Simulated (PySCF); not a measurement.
Match the calculated data to a structure.

All candidates are C4H4FNSe.

| technique | computed result |
| --- | --- |
| Rotational structure | rotational constants A, B, C: 3.202, 1.614, 1.081 GHz [PBE0-D3(BJ)/def2-SVP] |
| UV, first state | lowest singlet excitation: 4.87 eV (255 nm, f = 0.000) [TDDFT PBE0/def2-SVPD] |
| UV, strongest line | among the 6 lowest singlet transitions: S2 at 5.13 eV (242 nm, f = 0.054) [TDDFT PBE0/def2-SVPD] |
| Dipole | 0.71 D [PBE0/def2-SVPD] |
| Polarisability | 78.1 au [PBE0/def2-SVPD] |

Electronic properties: PySCF, gas phase, density fitting. Levels stand in brackets. Isolated species at its PBE0-D3(BJ)/def2-SVP geometry, gas phase. The calculation is non-relativistic and has no spin–orbit coupling, an omission that weighs most on selenium.

**Question.** Which candidate is it?
A. `Cc1nc[se]c1F`
B. `C[Se]/C(F)=C/C#N`
C. `FCc1cn[se]c1`

**Answer.** A. It is `Cc1nc[se]c1F`. Numbering: `[CH3:1][c:2]1[n:3][cH:4][se:5][c:6]1[F:7]`. S1 is mainly HOMO→LUMO+1 (weight 0.98); the largest Löwdin shares of the orbital it empties are 0.24 on the substituted aromatic carbon, 0.22 on the aromatic C–F carbon, 0.18 on the aromatic CH next to a ring nitrogen and 0.10 on the selenium bonded to 2 C, of the orbital it fills 0.64 on the selenium bonded to 2 C, 0.12 on the aromatic C–F carbon and 0.10 on the aromatic CH next to a ring nitrogen. The optimised geometry has point group Cs and is an asymmetric top.

The others, at the same levels:
- `C[Se]/C(F)=C/C#N` fails: its computed lowest singlet excitation is 4.51 eV (275 nm, f = 0.174) (against 4.87 eV), strongest line among the 6 lowest singlet transitions is S5 at 6.24 eV (199 nm, f = 0.236) (against S2 at 5.13 eV) and static isotropic polarisability is 87.9 au (against 78.1 au).
- `FCc1cn[se]c1` fails: its computed lowest singlet excitation is 5.15 eV (241 nm, f = 0.126) (against 4.87 eV), rotational constant A is 5.353 GHz (against 3.202 GHz) and smallest rotational constant is 0.875 GHz (against 1.081 GHz).

Each candidate is one conformer, not necessarily the lowest. Dipoles, sizes and rotational constants follow the conformer. The torsions of the flexible species, by atom-mapped SMILES:
- `[CH3:1][Se:2]/[C:3]([F:4])=[CH:5]/[C:6]#[N:7]`: C1–Se2–C3–F4 -29°
- `[F:1][CH2:2][c:3]1[cH:4][n:5][se:6][cH:7]1`: F1–C2–C3–C4 -82°
